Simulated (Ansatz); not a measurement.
Species: C$_{9}$H$_{7}$BFN, SMILES `c12c(cccc2)cc(c(F)n1)B` (charge 0, multiplicity 1), formula C9H7BFN.

How many basis functions does frozen-core CCSD(T)/cc-pVDZ // B3LYP-D3(BJ)/def2-SVP run with Ansatz (an electronic-structure program) use, how many core orbitals are frozen, and how many electrons are correlated?

203 basis functions and 12 frozen orbitals, which leaves 58 correlated electrons. Core time is of the order of minutes.
